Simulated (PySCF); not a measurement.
Geometry:
```tsv
atom	x (Å)	y (Å)	z (Å)
C1	4.349	1.074	0.438
C2	3.515	0.371	-0.065
Si3	2.247	-0.734	-0.842
N4	0.889	0.298	-1.015
C5	-0.297	0.342	-0.597
C6	-0.942	-0.621	0.272
C7	-2.195	-0.556	0.730
C8	-3.209	0.500	0.467
H9	5.077	1.693	0.880
H10	2.177	-1.950	-0.010
H11	2.599	-1.071	-2.222
H12	-0.898	1.192	-0.925
H13	-0.317	-1.456	0.559
H14	-2.545	-1.352	1.378
H15	-3.512	0.955	1.411
H16	-2.845	1.279	-0.194
H17	-4.099	0.050	0.026
```

Geometry: GFN2-xTB; GIAO shifts from PySCF 2.14.0 with density-fitted response routines, gas phase, non-relativistic, averaged over equivalent atoms.

At PBE0/def2-SVP (161 basis functions, 36 s wall time on 1 thread of an Arm Neoverse N1, shared host):
```
      atoms  δ (ppm)
         C5    162.1
         C7    141.6
         C6    126.2
         C1     93.1
         C2     81.1
         C8     14.5
        Si3    -82.6
         N4    349.6
        H12     9.23
        H14     6.41
        H13     5.82
    H10/H11     5.48
H15/H16/H17     2.07
         H9     1.64
```

Shifts are taken against calculated references (same method and geometry level): $^{13}$C (σ = 196.16 ppm), $^{29}$Si (σ = 403.74 ppm), $^{1}$H (σ = 31.81 ppm) against TMS; NH3 for $^{15}$N (σ = 271.96 ppm).

Question: Estimate the result of repeating the calculation with PBE0/pcSseg-1.

Answer: 
```json
{"atoms": "C5", "δ at PBE0/pcSseg-1": "171.1", "change": "+9.0"}
{"atoms": "C7", "δ at PBE0/pcSseg-1": "149.6", "change": "+8.0"}
{"atoms": "C6", "δ at PBE0/pcSseg-1": "133.8", "change": "+7.6"}
{"atoms": "C1", "δ at PBE0/pcSseg-1": "101.5", "change": "+8.4"}
{"atoms": "C2", "δ at PBE0/pcSseg-1": "87.9", "change": "+6.8"}
{"atoms": "C8", "δ at PBE0/pcSseg-1": "16.8", "change": "+2.3"}
{"atoms": "Si3", "δ at PBE0/pcSseg-1": "-75.8", "change": "+6.8"}
{"atoms": "N4", "δ at PBE0/pcSseg-1": "371.9", "change": "+22.3"}
{"atoms": "H12", "δ at PBE0/pcSseg-1": "9.34", "change": "+0.11"}
{"atoms": "H14", "δ at PBE0/pcSseg-1": "6.55", "change": "+0.14"}
{"atoms": "H13", "δ at PBE0/pcSseg-1": "6.03", "change": "+0.21"}
{"atoms": "H10/H11", "δ at PBE0/pcSseg-1": "5.47", "change": "-0.01"}
{"atoms": "H15/H16/H17", "δ at PBE0/pcSseg-1": "2.24", "change": "+0.17"}
{"atoms": "H9", "δ at PBE0/pcSseg-1": "1.84", "change": "+0.20"}
```

Scale: $^{13}$C (186.93 ppm), $^{29}$Si (349.16 ppm), $^{1}$H (31.72 ppm) vs TMS; NH3 for $^{15}$N (267.73 ppm) (reference shieldings calculated alike).

The largest change is at N4 (imine nitrogen). Cost: 188 basis functions, 41 s wall time on 1 thread of an Arm Neoverse N1, shared host. The order of the carbon signals is the same at both levels.

Experimental scales use liquid or dissolved standards, which lie at an offset from isolated NH3 (liquid NH3: subtract about 20 ppm). Unscaled 15N shifts of sp2 nitrogen often come out too high even then, by a few to some tens of ppm.
